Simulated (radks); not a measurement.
Task: Successive ionisation energies (eV) of one element, from differences of total energies of ions in their ground configurations, starting at charge 0: 7.630, 15.154, 32.764, 43.047, 68.876, 85.526, 102.93, 121.04, 139.78, 159.12, 182.98, 203.79, 225.10, 246.88, 337.93, 362.74, 387.88, 413.31, 470.28, 497.98, 605.32, 607.47. All-electron calculation, Dirac Kohn-Sham, relativistic LDA (MacDonald-Vosko exchange, VWN5 correlation), spin-unpolarised, spherical densities, finite nucleus; open shells fill j = l - 1/2 first; Fermi nuclear charge, rms radius 5.5012 fm. Program: a radial shooting solver on a logarithmic mesh with Libxc functionals. Which element is it?

Result: Lead (Z = 82). The first species listed is Pb in [Hg] 6p2, the last Pb21+ in [Kr] 4d10 4f13 5s2.
